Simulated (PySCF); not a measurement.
Job for PySCF: R-B3LYP/3-21G on CH4 (SMILES C).

```python
from pyscf import gto, scf, dft, mp
from pyscf.data.elements import chemcore

mol = gto.M(
    atom='''
    C     0.06534539    0.01999414    0.07014808
    H     0.93317877   -0.63723233    0.01232120
    H    -0.46566412   -0.15390125    1.00591265
    H     0.39821374    1.05703365    0.02351863
    H    -0.59431880   -0.18274317   -0.77340044
    ''',
    basis='3-21g',
    charge=0, spin=0, verbose=3, max_memory=1800)
mf = dft.RKS(mol, xc='b3lyp')
mf.conv_tol = 1e-8
mf.max_cycle = 100
mf.kernel()
if not mf.converged:
    mf = mf.newton().run(mf.mo_coeff, mf.mo_occ)
```

### Question
Give the final energy of this run.

### Answer
-40.3016 hartree.
